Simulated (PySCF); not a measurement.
Which determinant of TlH lies lowest?

Unrestricted PBE0; basis Tl def2-SVPD with ECP60, H def2-SVPD; scalar-relativistic core potentials; PySCF 2.14. Outer shells of the fragments: Tl 5d10 6s2 6p1; H 1s1.

Followed along the bond (rough minima from three points):

```json
{"2Ms+1": "1", "unpaired": "none", "⟨S²⟩ at the start": "0.00", "R at minimum (Å)": "1.92", "Te (eV)": "0.00"}
{"2Ms+1": "3", "unpaired": "σ ↑, π ↑", "⟨S²⟩ at the start": "2.01", "R at minimum (Å)": "1.92", "Te (eV)": "2.27"}
```

Solutions found at the starting distance of 1.750 Å, counted from the lowest of them; the search is not exhaustive and high or unbound solutions are not listed, so other states can lie among these:

```json
{"2Ms+1": "1", "unpaired": "none", "term": "¹Σ⁺", "E (eV)": "0.00", "⟨S²⟩": "0.00", "⟨Lz²⟩": "0.00", "μ (D)": "-0.63"}
{"2Ms+1": "3", "unpaired": "σ ↑, π ↑", "term": "³Π", "E (eV)": "2.20", "⟨S²⟩": "2.01", "⟨Lz²⟩": "1.00", "μ (D)": "0.00"}
{"2Ms+1": "1", "unpaired": "σ ↑, π ↓", "term": "mixed", "E (eV)": "2.43", "⟨S²⟩": "1.01", "⟨Lz²⟩": "1.00", "μ (D)": "0.01"}
{"2Ms+1": "3", "unpaired": "σ ↑↑", "term": "³Σ⁺", "E (eV)": "4.76", "⟨S²⟩": "2.01", "⟨Lz²⟩": "0.00", "μ (D)": "3.61"}
{"2Ms+1": "3", "unpaired": "σ ↑, δ ↑", "term": "³Δ", "E (eV)": "6.44", "⟨S²⟩": "2.01", "⟨Lz²⟩": "4.00", "μ (D)": "0.48"}
{"2Ms+1": "1", "unpaired": "σ ↑, δ ↓", "term": "mixed", "E (eV)": "6.45", "⟨S²⟩": "1.01", "⟨Lz²⟩": "4.00", "μ (D)": "0.49"}
```

A term symbol is given only where ⟨S²⟩ and ⟨Lz²⟩ are close to those of a pure state; real π, δ and φ orbitals otherwise mix terms. A positive dipole means Tl(−)H(+).

These are scalar-relativistic numbers at best; spin–orbit coupling would shift them, the dissociation energy most. Counting both spins, an empty level lies below a filled one in some of these solutions, because spin and occupation are held.
